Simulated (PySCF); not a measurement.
Compound: C₇H₁₁O (doublet state).
Atom-mapped SMILES: `[CH2:1][CH2:2][C@@:3]1([CH3:4])[CH2:5][C@@H:6]1[CH:7]=[O:8]` (hydrogens: H9, H10 on C1; H11, H12 on C2; H13, H14, H15 on C4; H16, H17 on C5; H18 on C6; H19 on C7)

Cartesian coordinates in Å at the GFN2-xTB level; atoms count from 1:
```
atom  x, y, z in Å
C1    -2.5413    0.1006   -0.0358
C2    -1.3987   -0.6740   -0.5457
C3    -0.0700    0.0277   -0.2195
C4     0.0967    1.3551   -0.9147
C5     0.5169   -0.1744    1.1260
C6     1.1481   -0.8922   -0.0548
C7     2.4720   -0.4716   -0.5161
O8     2.9750    0.6111   -0.3436
H9    -2.7125    0.1615    1.0218
H10   -3.1163    0.7328   -0.6829
H11   -1.3781   -1.6639   -0.0775
H12   -1.4705   -0.8000   -1.6281
H13   -0.6626    2.0510   -0.5627
H14    1.0772    1.7768   -0.7114
H15   -0.0150    1.2380   -1.9918
H16   -0.0046   -0.7821    1.8501
H17    1.0995    0.6293    1.5518
H18    0.9564   -1.9526   -0.1589
H19    3.0180   -1.2637   -1.0681
```

The hyperfine couplings belong to this conformer and change with its torsions.

Computed with UKS B3LYP, pcH-1 on C H O, non-relativistic, mean-field spin-orbit, GIAO in PySCF. Geometry: GFN2-xTB, one conformer, isolated molecule. The geometry wasn't refined by DFT: couplings that depend on bond lengths, twists or pyramidal angles can differ widely from those at the functional's own minimum. Stability of the SCF solution: not tested.

Question: Where do the isotropic ENDOR lines of C1, C3, C2, C5, C7, H11, H9/H10, H12, H16 and H17 fall at 334.8 mT, to first order?

Answer: ν± = |νn ± a/2|, one line for each electron-spin manifold; νn = |g_N| × 7.62259 MHz/T × B.

| nuclei | isotope | g_N | νn (MHz) | a_iso (MHz) | lower line (MHz) | upper line (MHz) |
| --- | --- | --- | --- | --- | --- | --- |
| C1 | 13C | 1.4048 | 3.59 | 95.35 | 44.09 | 51.26 |
| C3 | 13C | 1.4048 | 3.59 | 88.60 | 40.71 | 47.88 |
| C2 | 13C | 1.4048 | 3.59 | -31.68 | 12.25 | 19.42 |
| C5 | 13C | 1.4048 | 3.59 | -1.45 | 2.86 | 4.31 |
| C7 | 13C | 1.4048 | 3.59 | 1.14 | 3.02 | 4.15 |
| H11 | 1H | 5.5857 | 14.25 | 71.96 | 21.73 | 50.24 |
| H9/H10 | 1H | 5.5857 | 14.25 | -62.58 | 17.04 | 45.55 |
| H12 | 1H | 5.5857 | 14.25 | 10.49 | 9.01 | 19.50 |
| H16 | 1H | 5.5857 | 14.25 | 1.71 | 13.40 | 15.11 |
| H17 | 1H | 5.5857 | 14.25 | 1.55 | 13.48 | 15.03 |

The rows for 13C, of low natural abundance, apply to labelled samples.

Question: Which pairs are centred on the nuclear Larmor frequency, and which on half the coupling?

Answer: Centred on νn, since |a| < 2νn: C5, C7, H12, H16 and H17. Centred on |a|/2 and split by 2νn: C1, C3, C2, H11 and H9/H10.

Couplings of abundant isotopes left out: H19 (1.1 MHz).

Means are taken over nuclei equivalent by connectivity, which assumes that they swap fast.
